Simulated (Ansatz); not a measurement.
Abridged output of a molecular run in Ansatz:

```
Functional definition: HF
3372 factors; integrals over basis functions are off by at most 1.5e-3 eV
mean field evaluation 1: about -41465.4735 eV, gradient 7.2e1 eV
mean field evaluation 2: about -41465.9548 eV, gradient 7.2e1 eV
mean field evaluation 4: about -41478.9046 eV, gradient 1.7e1 eV
mean field evaluation 8: about -41479.7322 eV, gradient 1.1e0 eV
mean field evaluation 16: about -41479.7371 eV, gradient 2.1e-6 eV
mean field -41479.73709495 eV, -1524.3522222639 hartree, gradient 2.2e-6 eV, S^2 0.000000; 0 other end points of the search recorded, 0 dependent functions left out
20 core orbitals not correlated: weight in the atoms' cores, before any rotation towards them, 1.000 or more for the frozen orbitals, at most 0.000 for the correlated occupied ones
reference -41479.73709495 eV, -1524.3522222639 hartree; 47, 47 occupied and 259, 259 virtual orbitals, 3372 factors
second order -68.74084757 eV of doubles, -0.00000000 eV of singles
cycle   1  -67.08855182 eV  change     1.7e0 eV  update   3.5e-1
cycle   2  -69.21590599 eV  change    -2.1e0 eV  update   3.0e-1
cycle   3  -70.12677181 eV  change   -9.1e-1 eV  update   6.7e-2
cycle   4  -70.26952404 eV  change   -1.4e-1 eV  update   2.7e-2
cycle   5  -70.24575194 eV  change    2.4e-2 eV  update   9.6e-3
cycle   6  -70.24025918 eV  change    5.5e-3 eV  update   6.1e-3
cycle   7  -70.24066534 eV  change   -4.1e-4 eV  update   2.5e-3
cycle   8  -70.23934779 eV  change    1.3e-3 eV  update   1.6e-3
cycle   9  -70.23891297 eV  change    4.3e-4 eV  update   7.1e-4
cycle  10  -70.24015590 eV  change   -1.2e-3 eV  update   4.5e-4
cycle  11  -70.24014545 eV  change    1.0e-5 eV  update   2.7e-4
cycle  12  -70.23955056 eV  change    5.9e-4 eV  update   1.6e-4
cycle  13  -70.23980168 eV  change   -2.5e-4 eV  update   7.1e-5
cycle  14  -70.23957541 eV  change    2.3e-4 eV  update   4.6e-5
cycle  15  -70.23959110 eV  change   -1.6e-5 eV  update   2.0e-5
perturbative correction -3.39180348 eV, -0.1246464787 hartree
Total energy: -41553.36848953 eV, -1527.0581261053 hartree
```

Its atoms:

Cartesian coordinates in Å:
```
C -2.029 0.335 1.890
O -1.103 0.822 0.973
Ti -0.042 -0.164 -0.182
F -1.347 -1.370 -0.629
C 1.392 0.935 -1.744
C 0.595 1.916 -1.124
C -0.736 1.716 -1.553
C -0.778 0.608 -2.410
C -1.981 0.039 -3.069
C 0.545 0.105 -2.502
C 0.937 -2.265 0.463
C 1.949 -1.453 -0.061
C 2.117 -0.352 0.821
C 1.230 -0.506 1.904
C 1.113 0.415 3.069
C 0.478 -1.674 1.658
H -1.550 -0.046 2.803
H -2.624 -0.480 1.459
H -2.710 1.143 2.184
H 2.460 0.826 -1.643
H 0.935 2.681 -0.442
H -1.596 2.271 -1.211
H -1.873 0.061 -4.157
H -2.875 0.606 -2.805
H -2.135 -0.997 -2.758
H 0.846 -0.766 -3.067
H 0.522 -3.144 -0.004
H 2.500 -1.630 -0.971
H 2.835 0.447 0.715
H 0.462 1.261 2.836
H 2.093 0.808 3.348
H 0.699 -0.101 3.936
H -0.328 -2.046 2.273
```

(1) Which basis set was used?
A. def2-SVP
B. cc-pV(T+d)Z
C. cc-pV(Q+d)Z
D. def2-TZVPPD

(2) Write the keys of the input that set method, charge and spin (a neutral closed shell needs none for the last two).

## Answers

(1) A. It gives 326 functions.

(2) 
```yaml
correlation: {method: ccsd_t}
```
